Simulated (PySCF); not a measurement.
Stepwise substitution at one centre (Sn F-H). Isolated molecules, 0 K electronic values unless said otherwise. Strings in code marks are SMILES.

The four lowest singlet excitations (Tamm–Dancoff). Calculation: B3LYP-D3(BJ)/def2-TZVP // PBE0-D3(BJ)/def2-TZVP (PySCF). B3LYP has the VWN-RPA correlation part, as in Gaussian. Excitations are Tamm–Dancoff values on a coarser integration grid. The basis has no diffuse functions, so Rydberg states are missing or too high.

```json
[
 {"state": "S1", "energy (eV)": "6.90", "wavelength (nm)": "180", "oscillator strength": "0.001"},
 {"state": "S2", "energy (eV)": "6.90", "wavelength (nm)": "180", "oscillator strength": "0.001"},
 {"state": "S3", "energy (eV)": "8.23", "wavelength (nm)": "151", "oscillator strength": "0.101"},
 {"state": "S4", "energy (eV)": "8.23", "wavelength (nm)": "151", "oscillator strength": "0.101"}
]
```

Q: Name which member gives these states.
(A) `[F][SnH3]`
(B) `[F][SnH2][F]`
(C) `[F][SnH]([F])[F]`

A: A, `[F][SnH3]`
